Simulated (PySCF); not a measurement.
BClGeH4O, BCl2GeH2, BClGeH2N, BCl2GeH and others (calculated)

All values are calculated (PySCF 2.14.0). Calculation on a computer-drawn molecule: the log of a Hartree-Fock and frozen-core CCSD(T) single point meant for a local Hartree-Fock minimum, with one planted fault or none, to be diagnosed. Offsets are logged minus clean, where the clean run is the same molecule without the fault. The reference is restricted for singlets and unrestricted otherwise, and also for a bond in bohr or an excited solution. Adding or removing an electron swaps singlet and doublet. The excited solution moves the top pair (singlet) or top alpha electron (doublet) to the lowest empty orbital. Highest occupied and lowest empty are orbital energies over both spins, largest force is the largest gradient component, triples share is (T) over the correlation energy, the T1 limit is 0.02 restricted and 0.045 unrestricted, electrons count all cores, a negative frequency is imaginary (commonest isotopes), and the dipole is about the centre of nuclear charge; on germanium a core potential holds 10 electrons, which the energies leave out, and 3d is frozen in MP2 and coupled-cluster steps.

Common to all runs: meant basis cc-pV(D+d)Z; meant basis and core potential on germanium cc-pVDZ-PP ECP10MDF; logged SCF converged yes; possible faults no fault, one electron removed, one electron added, multiplicity raised by two, geometry at a saddle point, SCF held on an excited solution, minimal basis STO-3G, one bond length entered in bohr, all coordinates scaled.

(1) 
```xyz
8
formula=BClGeH4O meant_charge=0 meant_multiplicity=1 logged_electrons=67 logged_basis_functions=94 logged_spin_squared=0.758 logged_highest_occupied=2.1836 logged_lowest_empty=7.9735 logged_largest_force=0.080629 logged_T1_diagnostic=0.017285 logged_D1_diagnostic=0.063515 logged_triples_share=0.027113 logged_CC_converged=yes logged_dipole_magnitude=3.6813 logged_SCF_stable_within_its_kind=yes logged_energy_HF=-854.76876 logged_energy_CCSD(T)=-855.34955 planted_fault=one_electron_added HF_energy_offset_from_clean_run=63.05 CCSD(T)_energy_offset_from_clean_run=50.62
Cl    -0.8624     2.7194     0.8241
B     -0.9819     1.4082     2.0538
O     -0.5505     0.1866     1.7888
Ge     0.2136    -0.5538     0.3219
H     -1.4650     1.7012     3.1042
H      1.5177     0.1835     0.0515
H      0.4441    -1.9993     0.7360
H     -0.7742    -0.4346    -0.8302
```

Units: logged_highest_occupied, logged_lowest_empty in eV; logged_largest_force in hartree/bohr; logged_dipole_magnitude in debye; logged_energy_HF, logged_energy_CCSD(T) in hartree; HF_energy_offset_from_clean_run, CCSD(T)_energy_offset_from_clean_run in kcal/mol.

Drawn bonds:
| atom | other atom | order |
| --- | --- | --- |
| 1 | 2 | 1 |
| 2 | 3 | 1 |
| 3 | 4 | 1 |
| 2 | 5 | 1 |
| 4 | 6 | 1 |
| 4 | 7 | 1 |
| 4 | 8 | 1 |

Notes: highest electron not bound in this basis.

(2) 
```xyz
6
formula=BCl2GeH2 meant_charge=1 meant_multiplicity=1 logged_electrons=72 logged_basis_functions=93 logged_spin_squared=0 logged_highest_occupied=-9.6972 logged_lowest_empty=-12.293 logged_largest_force=0.17487 logged_CC_converged=no logged_dipole_magnitude=4.986 logged_SCF_stable_within_its_kind=no logged_energy_HF=-1237.42056 planted_fault=SCF_held_on_an_excited_solution HF_energy_offset_from_clean_run=364.5
Cl    -2.3703     1.4576    -3.4810
B     -1.9840     1.0656    -1.9572
Ge    -1.5078     0.6392     0.1029
Cl    -2.1831     2.4475     0.9952
H     -0.0049     0.4971     0.1371
H     -2.3670    -0.5479     0.4669
```

Units: logged_highest_occupied, logged_lowest_empty in eV; logged_largest_force in hartree/bohr; logged_dipole_magnitude in debye; logged_energy_HF in hartree; HF_energy_offset_from_clean_run in kcal/mol.

Drawn bonds:
| atom | other atom | order |
| --- | --- | --- |
| 1 | 2 | 1 |
| 2 | 3 | 1 |
| 3 | 4 | 1 |
| 3 | 5 | 1 |
| 3 | 6 | 1 |

Notes: CCSD not converged.

(3) 
```xyz
6
formula=BClGeH2N meant_charge=1 meant_multiplicity=1 logged_electrons=62 logged_basis_functions=84 logged_spin_squared=0 logged_highest_occupied=-16.768 logged_lowest_empty=-5.0414 logged_largest_force=2.821e-05 logged_lowest_frequency=74.56 logged_T1_diagnostic=0.016373 logged_D1_diagnostic=0.045033 logged_triples_share=0.034304 logged_CC_converged=yes logged_dipole_magnitude=3.5094 logged_SCF_stable_within_its_kind=yes logged_energy_HF=-832.9755 logged_energy_CCSD(T)=-833.4656 planted_fault=no_fault HF_energy_offset_from_clean_run=0 CCSD(T)_energy_offset_from_clean_run=0
Cl    -0.9196    -2.5700     2.6929
B     -0.5235    -1.8440     1.2522
N     -0.2204    -1.2892     0.1505
Ge     0.1849    -0.5402    -1.3280
H     -0.6644    -0.8263    -2.5394
H      1.3776     0.3798    -1.3687
```

Units: logged_highest_occupied, logged_lowest_empty in eV; logged_largest_force in hartree/bohr; logged_lowest_frequency in cm⁻¹; logged_dipole_magnitude in debye; logged_energy_HF, logged_energy_CCSD(T) in hartree; HF_energy_offset_from_clean_run, CCSD(T)_energy_offset_from_clean_run in kcal/mol.

Drawn bonds:
| atom | other atom | order |
| --- | --- | --- |
| 1 | 2 | 1 |
| 2 | 3 | 1 |
| 3 | 4 | 2 |
| 4 | 5 | 1 |
| 4 | 6 | 1 |

(4) 
```xyz
6
formula=BClGeH2N meant_charge=1 meant_multiplicity=1 logged_electrons=63 logged_basis_functions=84 logged_spin_squared=0.7755 logged_highest_occupied=-6.4527 logged_lowest_empty=2.1623 logged_largest_force=0.086337 logged_T1_diagnostic=0.016026 logged_D1_diagnostic=0.052122 logged_triples_share=0.033861 logged_CC_converged=yes logged_dipole_magnitude=0.99248 logged_SCF_stable_within_its_kind=yes logged_energy_HF=-833.18636 logged_energy_CCSD(T)=-833.69286 planted_fault=one_electron_added HF_energy_offset_from_clean_run=-132.3 CCSD(T)_energy_offset_from_clean_run=-142.6
Cl    -0.9196    -2.5700     2.6929
B     -0.5235    -1.8440     1.2522
N     -0.2204    -1.2892     0.1505
Ge     0.1849    -0.5402    -1.3280
H     -0.6644    -0.8263    -2.5394
H      1.3776     0.3798    -1.3687
```

Units: logged_highest_occupied, logged_lowest_empty in eV; logged_largest_force in hartree/bohr; logged_dipole_magnitude in debye; logged_energy_HF, logged_energy_CCSD(T) in hartree; HF_energy_offset_from_clean_run, CCSD(T)_energy_offset_from_clean_run in kcal/mol.

Drawn bonds:
| atom | other atom | order |
| --- | --- | --- |
| 1 | 2 | 1 |
| 2 | 3 | 1 |
| 3 | 4 | 2 |
| 4 | 5 | 1 |
| 4 | 6 | 1 |

(5) 
```xyz
6
formula=BCl2GeH2 meant_charge=0 meant_multiplicity=2 logged_electrons=73 logged_basis_functions=93 logged_spin_squared=0.7695 logged_highest_occupied=-8.7783 logged_lowest_empty=0.22126 logged_largest_force=0.046131 logged_T1_diagnostic=0.017492 logged_D1_diagnostic=0.078478 logged_triples_share=0.027089 logged_CC_converged=yes logged_dipole_magnitude=2.1927 logged_SCF_stable_within_its_kind=yes logged_energy_HF=-1238.27167 logged_energy_CCSD(T)=-1238.76357 planted_fault=all_coordinates_scaled,by_-4.4_% HF_energy_offset_from_clean_run=7.615 CCSD(T)_energy_offset_from_clean_run=8.376
Cl    -0.6202     1.0105     1.2427
B     -0.3797    -0.5331     0.6485
Ge    -1.7177    -1.4281    -0.4912
Cl    -3.0641    -0.1192    -1.3891
H      0.5380    -1.1156     0.9934
H     -1.2351    -2.3083    -1.5544
```

Units: logged_highest_occupied, logged_lowest_empty in eV; logged_largest_force in hartree/bohr; logged_dipole_magnitude in debye; logged_energy_HF, logged_energy_CCSD(T) in hartree; HF_energy_offset_from_clean_run, CCSD(T)_energy_offset_from_clean_run in kcal/mol.

Drawn bonds:
| atom | other atom | order |
| --- | --- | --- |
| 1 | 2 | 1 |
| 2 | 3 | 1 |
| 3 | 4 | 1 |
| 2 | 5 | 1 |
| 3 | 6 | 1 |

(6) 
```xyz
5
formula=BCl2GeH meant_charge=0 meant_multiplicity=1 logged_electrons=72 logged_basis_functions=88 logged_spin_squared=2.0172 logged_highest_occupied=-8.1874 logged_lowest_empty=-0.63652 logged_largest_force=0.027119 logged_T1_diagnostic=0.0183 logged_D1_diagnostic=0.069882 logged_triples_share=0.03116 logged_CC_converged=yes logged_dipole_magnitude=1.1682 logged_SCF_stable_within_its_kind=yes logged_energy_HF=-1237.66546 logged_energy_CCSD(T)=-1238.14075 planted_fault=multiplicity_raised_by_two HF_energy_offset_from_clean_run=20.97 CCSD(T)_energy_offset_from_clean_run=30.65
Cl    -2.2412     0.0592     0.6489
B     -0.6077     0.1207     1.3220
Cl    -0.1317     1.5706     2.2145
Ge     0.7124    -1.5266     1.1337
H      1.2926    -0.9385    -0.2159
```

Units: logged_highest_occupied, logged_lowest_empty in eV; logged_largest_force in hartree/bohr; logged_dipole_magnitude in debye; logged_energy_HF, logged_energy_CCSD(T) in hartree; HF_energy_offset_from_clean_run, CCSD(T)_energy_offset_from_clean_run in kcal/mol.

Drawn bonds:
| atom | other atom | order |
| --- | --- | --- |
| 1 | 2 | 1 |
| 2 | 3 | 1 |
| 2 | 4 | 1 |
| 4 | 5 | 1 |

(7) 
```xyz
7
formula=ClGeH4Si meant_charge=1 meant_multiplicity=1 logged_electrons=67 logged_basis_functions=89 logged_spin_squared=0.768 logged_highest_occupied=-7.5434 logged_lowest_empty=1.5432 logged_largest_force=0.036868 logged_T1_diagnostic=0.010972 logged_D1_diagnostic=0.030406 logged_triples_share=0.024503 logged_CC_converged=yes logged_dipole_magnitude=1.5093 logged_SCF_stable_within_its_kind=yes logged_energy_HF=-1044.15427 logged_energy_CCSD(T)=-1044.53253 planted_fault=one_electron_added HF_energy_offset_from_clean_run=-155.4 CCSD(T)_energy_offset_from_clean_run=-163.8
Cl    -2.6446     0.9494     0.0162
Si    -0.7325     0.4655     0.4716
Ge     0.5212     0.7096    -1.6393
H     -0.5530    -0.9461     0.8174
H     -0.0849     1.4240     1.3697
H      2.0143     0.4462    -1.7739
H     -0.1118     1.1405    -2.9529
```

Units: logged_highest_occupied, logged_lowest_empty in eV; logged_largest_force in hartree/bohr; logged_dipole_magnitude in debye; logged_energy_HF, logged_energy_CCSD(T) in hartree; HF_energy_offset_from_clean_run, CCSD(T)_energy_offset_from_clean_run in kcal/mol.

Drawn bonds:
| atom | other atom | order |
| --- | --- | --- |
| 1 | 2 | 1 |
| 2 | 3 | 1 |
| 2 | 4 | 1 |
| 2 | 5 | 1 |
| 3 | 6 | 1 |
| 3 | 7 | 1 |

(8) 
```xyz
8
formula=Cl2GeH4Si meant_charge=0 meant_multiplicity=1 logged_electrons=84 logged_basis_functions=112 logged_spin_squared=0 logged_highest_occupied=-10.927 logged_lowest_empty=2.1807 logged_largest_force=1.389e-05 logged_lowest_frequency=37.129 logged_T1_diagnostic=0.010024 logged_D1_diagnostic=0.026333 logged_triples_share=0.023957 logged_CC_converged=yes logged_dipole_magnitude=0.94636 logged_SCF_stable_within_its_kind=yes logged_energy_HF=-1503.74797 logged_energy_CCSD(T)=-1504.2853 planted_fault=no_fault HF_energy_offset_from_clean_run=0 CCSD(T)_energy_offset_from_clean_run=0
Cl    -1.9850     3.4409    -2.4939
Si    -1.7042     1.6373    -1.4962
Ge    -1.1416     2.1266     0.7818
Cl    -0.8544     0.1777     1.7406
H     -2.9595     0.8718    -1.5699
H     -0.6082     0.9116    -2.1591
H      0.1755     2.8783     0.9385
H     -2.2591     2.8212     1.5520
```

Units: logged_highest_occupied, logged_lowest_empty in eV; logged_largest_force in hartree/bohr; logged_lowest_frequency in cm⁻¹; logged_dipole_magnitude in debye; logged_energy_HF, logged_energy_CCSD(T) in hartree; HF_energy_offset_from_clean_run, CCSD(T)_energy_offset_from_clean_run in kcal/mol.

Drawn bonds:
| atom | other atom | order |
| --- | --- | --- |
| 1 | 2 | 1 |
| 2 | 3 | 1 |
| 3 | 4 | 1 |
| 2 | 5 | 1 |
| 2 | 6 | 1 |
| 3 | 7 | 1 |
| 3 | 8 | 1 |

(9) 
```xyz
7
formula=CH3ClGeSi meant_charge=0 meant_multiplicity=1 logged_electrons=72 logged_basis_functions=98 logged_spin_squared=0 logged_highest_occupied=-8.4924 logged_lowest_empty=0.57343 logged_largest_force=2.301e-05 logged_lowest_frequency=84.459 logged_T1_diagnostic=0.013806 logged_D1_diagnostic=0.039688 logged_triples_share=0.034706 logged_CC_converged=yes logged_dipole_magnitude=2.8178 logged_SCF_stable_within_its_kind=yes logged_energy_HF=-1081.40458 logged_energy_CCSD(T)=-1081.91238 planted_fault=no_fault HF_energy_offset_from_clean_run=0 CCSD(T)_energy_offset_from_clean_run=0
Cl    -3.8655    -0.6601     0.8683
Si    -1.9383    -0.9408     1.4664
C     -0.6349    -1.2315     0.4198
Ge    -0.7895    -1.3406    -1.5214
H     -1.8946    -0.8467     2.9288
H      0.3251    -1.3574     0.9176
H      0.7555    -1.6160    -1.7738
```

Units: logged_highest_occupied, logged_lowest_empty in eV; logged_largest_force in hartree/bohr; logged_lowest_frequency in cm⁻¹; logged_dipole_magnitude in debye; logged_energy_HF, logged_energy_CCSD(T) in hartree; HF_energy_offset_from_clean_run, CCSD(T)_energy_offset_from_clean_run in kcal/mol.

Drawn bonds:
| atom | other atom | order |
| --- | --- | --- |
| 1 | 2 | 1 |
| 2 | 3 | 2 |
| 3 | 4 | 1 |
| 2 | 5 | 1 |
| 3 | 6 | 1 |
| 4 | 7 | 1 |

(10) 
```xyz
6
formula=ClGeH3Si meant_charge=0 meant_multiplicity=1 logged_electrons=66 logged_basis_functions=84 logged_spin_squared=0 logged_highest_occupied=-8.6489 logged_lowest_empty=-0.045275 logged_largest_force=2.098e-06 logged_lowest_frequency=64.681 logged_T1_diagnostic=0.015237 logged_D1_diagnostic=0.042538 logged_triples_share=0.028227 logged_CC_converged=yes logged_dipole_magnitude=1.3135 logged_SCF_stable_within_its_kind=yes logged_energy_HF=-1043.55851 logged_energy_CCSD(T)=-1043.93486 planted_fault=no_fault HF_energy_offset_from_clean_run=0 CCSD(T)_energy_offset_from_clean_run=0
Cl     0.6387    -2.2341    -1.8434
Si     0.4679    -1.1307    -0.0552
Ge     2.8950    -0.7816     0.2797
H      3.4862    -0.0212    -0.9154
H      3.1742     0.0288     1.5549
H      3.6086    -2.1352     0.4012
```

Units: logged_highest_occupied, logged_lowest_empty in eV; logged_largest_force in hartree/bohr; logged_lowest_frequency in cm⁻¹; logged_dipole_magnitude in debye; logged_energy_HF, logged_energy_CCSD(T) in hartree; HF_energy_offset_from_clean_run, CCSD(T)_energy_offset_from_clean_run in kcal/mol.

Drawn bonds:
| atom | other atom | order |
| --- | --- | --- |
| 1 | 2 | 1 |
| 2 | 3 | 1 |
| 3 | 4 | 1 |
| 3 | 5 | 1 |
| 3 | 6 | 1 |
